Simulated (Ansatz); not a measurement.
A nudged elastic band was laid between two geometries of CH₈AlNOSn (13 atoms, charge 0, multiplicity 1).

These are results of RKS PBE0-D4/def2-mTZVP in Ansatz 0.2.0, not measurements.

```
movable images  : 2
climbing image  : yes
spring          : 5.0 eV/Å²
optimiser       : quadratic models (default)
start path      : through a guess of the saddle point
force threshold : 0.05 eV/Å
iteration limit : 31
end points      : relaxed
```

First end point:

```xyz
13
Properties=species:S:1:pos:R:3
N -1.090 0.054 -1.183
C 0.104 -0.508 -0.633
Sn -0.435 -1.717 1.105
O 1.119 0.398 -0.260
Al 1.278 2.070 -0.014
H -1.558 0.682 -0.539
H -0.909 0.567 -2.043
H 0.529 -1.177 -1.386
H -1.383 -0.695 2.113
H 0.969 -2.195 1.962
H -1.348 -3.101 0.675
H 2.716 2.556 0.421
H 0.027 3.031 -0.203
```

Last end point:

```xyz
13
Properties=species:S:1:pos:R:3
N -0.490 0.611 -0.909
C 0.437 -0.391 -0.259
Sn -0.567 -1.807 1.079
O 1.329 0.384 0.455
Al 0.935 1.965 -0.290
H -1.387 0.695 -0.440
H -0.661 0.423 -1.892
H 0.920 -0.935 -1.083
H -1.736 -0.888 1.939
H 0.559 -2.510 2.148
H -1.386 -3.034 0.194
H 1.775 2.379 -1.583
H 0.293 3.074 0.655
```

Q: What changes between the two ends?

A: Bonds formed: N1–Al5. The height of N1 over the plane of its neighbours goes from 0.35 to -0.34 Å.

Q: Give the energies along the band, and the barrier.

A: It did not converge within its limit. The highest image is number 1 of 0 to 3, 14.1 kJ/mol above the first end and 68.7 kJ/mol above the last; the last end lies 54.6 kJ/mol below the first. The band didn't meet its force threshold, so its energies are provisional: the largest band force was still 0.08 eV/Å, and over the last iterations the top stayed at 0.15 eV. So few images can step over the top or miss a turn of the path.

```json
{"image": "0", "path coordinate (Å)": "0.00", "energy (kJ/mol)": "0.0", "N1–Al5 (Å)": "3.32", "height of N1 over the plane of its neighbours (Å)": "0.35"}
{"image": "1", "path coordinate (Å)": "0.80", "energy (kJ/mol)": "14.1", "N1–Al5 (Å)": "3.14", "height of N1 over the plane of its neighbours (Å)": "-0.03"}
{"image": "2", "path coordinate (Å)": "2.29", "energy (kJ/mol)": "-29.5", "N1–Al5 (Å)": "2.23", "height of N1 over the plane of its neighbours (Å)": "-0.34"}
{"image": "3", "path coordinate (Å)": "3.78", "energy (kJ/mol)": "-54.6", "N1–Al5 (Å)": "2.06", "height of N1 over the plane of its neighbours (Å)": "-0.34"}
```

The band took 31 iterations and about 28 core-minutes.

The run took 16 min on 2 threads of Intel(R) Xeon(R) Processor @ 2.50GHz (Skylake/Cascade Lake) (shared host), peak memory 0.45 GiB.
